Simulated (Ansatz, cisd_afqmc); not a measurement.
Species: Ge, charge 0, triplet.

Total energies in def2-QZVPP, 4 correlated electrons, 14 frozen orbitals. UHF or UKS for unpaired electrons; spin-orbit terms are left out. Cores are frozen in correlated methods (noble-gas shells, and filled d and f shells in the p block). No relativity. The Monte Carlo rows (phaseless AFQMC, CISD trial, step 0.005/hartree) carry one-sigma bars that omit the constraint's bias. Outlying blocks are dropped, and bars are widened where a walk drifts. Over all cases where full CI ran beside it in this data, AFQMC minus full CI had a median of +0.1 mEh and passed +0.4 mEh in a tenth of the cases.

```json
[
 {"method": "HF", "program": "Ansatz", "energy (Eh)": "-2075.36298", "minus CCSDTQ (mEh)": "69.74"},
 {"method": "MP2", "program": "Ansatz", "energy (Eh)": "-2075.41649", "minus CCSDTQ (mEh)": "16.23"},
 {"method": "CCSD", "program": "Ansatz", "energy (Eh)": "-2075.43007", "minus CCSDTQ (mEh)": "2.64"},
 {"method": "CCSD(T)", "program": "Ansatz", "energy (Eh)": "-2075.43218", "minus CCSDTQ (mEh)": "0.54"},
 {"method": "CCSDT(Q)", "program": "Ansatz", "energy (Eh)": "-2075.43271", "minus CCSDTQ (mEh)": "0.01"},
 {"method": "CCSDTQ", "program": "Ansatz", "energy (Eh)": "-2075.43272", "minus CCSDTQ (mEh)": "0.00"},
 {"method": "AFQMC/CISD", "program": "cisd_afqmc", "energy (Eh)": "-2075.4324 ± 0.0001", "minus CCSDTQ (mEh)": "0.3 ± 0.1"}
]
```

Ansatz is a quantum-chemistry and plane-wave program.
